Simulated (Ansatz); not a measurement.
H₄Ge (SMILES [GeH4]), singlet, at a GFN2-xTB geometry; Ansatz (a program for electronic structure) with HF/def2-TZVP.

The Ansatz input:
Ansatz 0.2 input:
```yaml
crystal:
  periodic: [false, false, false]
  atoms:
    - {symbol: Ge, position_ang: [0.00000000, -0.00000000, 0.00000000]}
    - {symbol: H, position_ang: [-0.59006963, -0.86482524, -1.04966053]}
    - {symbol: H, position_ang: [0.55512279, -0.84636567, 1.08323401]}
    - {symbol: H, position_ang: [-1.04872747, 0.88859607, 0.55539157]}
    - {symbol: H, position_ang: [1.08367430, 0.82259483, -0.58896505]}
basis:
  gaussian:
    orbitals: def2-TZVP
hamiltonian:
  xc: hf
scf: {lower_state_search: light}
```

It wrote (shortened):

```
Functional definition: HF
641 factors; their error is unknown
mean field evaluation 1: about -56534.7256 eV, gradient 1.1e1 eV
mean field evaluation 2: about -56535.2143 eV, gradient 4.0e0 eV
mean field evaluation 4: about -56535.2649 eV, gradient 1.9e-1 eV
mean field evaluation 8: about -56536.3939 eV, gradient 4.1e-1 eV
mean field -56536.39404910 eV, -2077.6741595602 hartree, gradient 2.5e-5 eV, S^2 0.000000; 0 other end points of the search recorded, 0 dependent functions left out
reference -56536.39404910 eV, -2077.6741595602 hartree; 18, 18 occupied and 54, 54 virtual orbitals, 641 factors
Total energy: -56536.39404910 eV, -2077.6741595602 hartree
```
